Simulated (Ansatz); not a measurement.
Si37H51, a nanocrystal with a defect cut from the lattice of silicon (one cap removed), relaxed as a doublet with UKS PBE-D4/def2-SVP in Ansatz, starting from the GFN2-xTB geometry. Force threshold 0.03 eV/Å.

Single mean-field runs in def2-SVP are fitted with def2-universal-jkfit.

Start:

```xyz
88

Si    3.203    3.695    4.710
Si    4.799    1.528    1.841
Si    1.909    0.216    3.972
Si   -0.477    3.042    3.231
Si   -3.771    1.899    5.334
Si    6.700   -0.368   -1.034
Si    3.835   -2.023    0.805
Si    1.337    0.892    0.183
Si    3.214   -1.248   -2.832
Si    0.292   -2.647   -0.896
Si   -1.623   -0.420    2.254
Si   -3.892    2.391    1.446
Si   -2.217    0.235   -1.515
Si   -5.169   -1.111    0.680
Si    2.065   -4.883   -4.262
Si   -0.310   -1.770   -4.441
Si   -3.190   -3.410   -2.573
Si   -5.749   -0.512   -3.138
Si    5.616   -0.526    1.036
Si    3.825    1.558    3.981
Si    1.316    4.514    3.625
Si    3.204    2.305    0.320
Si    0.313    0.899    2.385
Si   -1.591    2.697    5.285
Si   -2.136    3.894    1.798
Si   -5.083    2.285    3.457
Si    5.232   -0.035   -2.807
Si    3.717   -3.473   -3.441
Si    2.153   -1.242   -0.643
Si   -0.315    1.600   -1.323
Si    1.673   -0.530   -4.458
Si   -1.406   -1.897   -2.334
Si   -3.241    0.233    0.681
Si   -3.910    0.914   -3.026
Si   -6.692   -0.591   -1.005
Si    0.229   -3.887   -5.278
Si   -4.966   -2.595   -3.839
H     4.350    4.611    4.598
H     2.925    3.693    6.156
H     5.944    2.464    1.875
H     1.287    0.248    5.305
H     2.224   -1.207    3.798
H    -4.464    2.366    6.547
H    -3.706    0.443    5.535
H     7.741    0.672   -0.970
H     7.473   -1.589   -1.313
H     3.259   -2.407    2.099
H     4.340   -3.303    0.285
H    -0.280   -2.991    0.410
H     0.783   -3.945   -1.400
H    -2.252   -0.417    3.591
H    -1.276   -1.830    2.051
H    -4.788    2.899    0.379
H    -5.769   -1.128    2.024
H    -4.743   -2.508    0.485
H     1.563   -5.684   -3.135
H     2.650   -5.903   -5.150
H    -1.311   -1.137   -5.332
H    -3.701   -3.719   -1.226
H    -2.684   -4.708   -3.044
H     6.578   -1.033    2.039
H     4.826    1.006    4.922
H     1.721    5.084    2.330
H     0.789    5.687    4.342
H     2.762    3.662    0.665
H     3.786    2.470   -1.019
H    -0.715    1.820    6.079
H    -1.544    3.961    6.045
H    -2.667    5.138    2.387
H    -1.531    4.372    0.552
H    -5.892    3.495    3.682
H    -6.109    1.237    3.336
H     5.922   -0.276   -4.085
H     4.897    1.396   -2.887
H     4.359   -4.081   -2.265
H     4.821   -3.440   -4.418
H     0.288    1.778   -2.650
H    -0.734    2.964   -0.975
H     1.448    0.912   -4.339
H     2.308   -0.639   -5.785
H    -4.301    2.285   -2.653
H    -3.272    1.089   -4.344
H    -7.262    0.727   -0.672
H    -7.869   -1.477   -0.985
H     0.443   -3.866   -6.734
H    -0.952   -4.755   -5.145
H    -4.489   -2.497   -5.231
H    -6.072   -3.564   -3.935
```

| step | energy (eV) | largest force component (eV/Å) | SCF passes |
| --- | --- | --- | --- |
| 1 | -292074.4547 | 0.657 | 22 |
| 2 | -292076.0012 | 0.315 | 24 |
| 3 | -292076.2217 | 0.100 | 21 |
| 4 | -292076.2651 | 0.031 | 20 |
| 5 | -292076.2721 | 0.019 | 20 |
| 6 | -292076.2745 | 0.031 | 20 |
| 7 | -292076.2752 | 0.016 | 16 |

Force components are those of the run's own axes.

End:

```xyz
88

Si    3.048    3.590    4.658
Si    4.727    1.581    1.759
Si    1.857    0.098    3.974
Si   -0.453    2.894    3.035
Si   -3.706    1.748    5.145
Si    6.525   -0.450   -1.052
Si    3.752   -2.105    0.860
Si    1.323    0.882    0.181
Si    3.034   -1.157   -2.694
Si    0.322   -2.767   -0.747
Si   -1.564   -0.576    2.353
Si   -3.819    2.322    1.253
Si   -2.109    0.182   -1.412
Si   -5.008   -1.219    0.807
Si    1.913   -4.782   -4.092
Si   -0.422   -1.622   -4.328
Si   -3.060   -3.482   -2.395
Si   -5.467   -0.505   -2.970
Si    5.494   -0.536    1.068
Si    3.766    1.473    3.906
Si    1.243    4.483    3.429
Si    3.134    2.375    0.227
Si    0.340    0.795    2.317
Si   -1.529    2.673    5.130
Si   -2.110    3.886    1.690
Si   -5.030    2.315    3.274
Si    5.046    0.064   -2.818
Si    3.644   -3.339   -3.371
Si    2.079   -1.225   -0.540
Si   -0.283    1.657   -1.344
Si    1.615   -0.439   -4.428
Si   -1.332   -1.902   -2.173
Si   -3.094    0.145    0.722
Si   -3.690    1.007   -2.957
Si   -6.517   -0.541   -0.877
Si    0.158   -3.711   -5.253
Si   -4.756   -2.586   -3.771
H     4.200    4.567    4.659
H     2.577    3.425    6.083
H     5.910    2.520    1.815
H     1.191    0.266    5.317
H     2.197   -1.359    3.806
H    -4.404    2.282    6.375
H    -3.642    0.250    5.284
H     7.670    0.534   -1.042
H     7.091   -1.821   -1.332
H     3.178   -2.500    2.194
H     4.301   -3.349    0.206
H    -0.273   -3.140    0.585
H     0.887   -4.024   -1.358
H    -2.199   -0.438    3.714
H    -1.228   -2.029    2.156
H    -4.727    2.816    0.151
H    -5.632   -1.081    2.177
H    -4.632   -2.664    0.612
H     1.351   -5.554   -2.928
H     2.537   -5.784   -5.035
H    -1.461   -0.976   -5.216
H    -3.624   -3.834   -1.044
H    -2.482   -4.739   -3.001
H     6.512   -1.028    2.071
H     4.808    0.954    4.872
H     1.731    5.077    2.134
H     0.626    5.600    4.238
H     2.645    3.742    0.628
H     3.729    2.482   -1.152
H    -0.661    1.907    6.099
H    -1.662    4.082    5.658
H    -2.724    4.980    2.535
H    -1.544    4.532    0.454
H    -5.535    3.722    3.489
H    -6.227    1.398    3.210
H     5.714   -0.312   -4.119
H     4.772    1.545   -2.860
H     4.444   -4.030   -2.294
H     4.557   -3.145   -4.559
H     0.331    1.773   -2.714
H    -0.750    3.030   -0.937
H     1.450    1.057   -4.462
H     2.297   -0.851   -5.714
H    -4.139    2.380   -2.525
H    -3.048    1.113   -4.317
H    -6.974    0.859   -0.549
H    -7.726   -1.443   -0.905
H     0.641   -3.450   -6.660
H    -1.029   -4.639   -5.335
H    -4.175   -2.393   -5.150
H    -5.919   -3.541   -3.874
```

By distances, no bond broke or formed. The bond that changes most is Si4–Si23, from 2.44 to 2.36 Å (atoms count from 1).

The force fell under the threshold at step 5, but the optimiser went on and released 0.003 eV more. No frequencies were taken in this run, so the end may be a saddle point.

Run time 35 s (11 threads of AMD EPYC 7R13 on a shared host and a whole NVIDIA H100 80GB HBM3), peak host memory 1.6 GiB.
